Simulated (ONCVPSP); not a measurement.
## How hard is this O ONCV potential?

ONCVPSP 4.0.1 input, shortened (lines: element, Z, core and valence counts, functional; n l f; lmax; l rc ep ncon nbas qcut; lloc lpopt rc5 dvloc0; l nproj debl; icmod fcfact rcfact), LDA (Perdew-Zunger), scalar-relativistic:

```
  O 8.00    1    2        3      upf
    1    0    2.00
    2    0    1.75
    2    1    4.25
    1
    0    0.76    0.00    3    6    8.70
    1    1.18    0.00    5    8    9.20
    4    5    0.68    0.00
    0    3    1.40
    1    1    0.50
    0    0.00    0.00
```

Q: For each optimised wave give the share of its norm inside rc, the residual kinetic energy above qcut (Ha) and the cutoffs (Ha) for errors of 10, 1, 0.1 and 0.01 mHa per electron.

A:

```tsv
wave	norm inside rc	residual KE	10 mHa	1 mHa	0.1 mHa	0.01 mHa
2s	0.236	1.2e-03	26.4	39.2	137.1	229.3
s projector 2	0.053	3.9e-04	19.1	33.0	77.0	238.7
s projector 3	0.044	4.7e-04	20.4	34.0	77.4	330.4
2p	0.549	7.6e-04	31.0	40.8	113.5	139.3
```

The occupied waves need 41 Ha and 137 Ha for 1 and 0.1 mHa. Note: ghosts flagged at negative energy: s at -497.3 eV; no localised positive-energy state flagged. A true bound ghost makes a file unfit for plane-wave use.
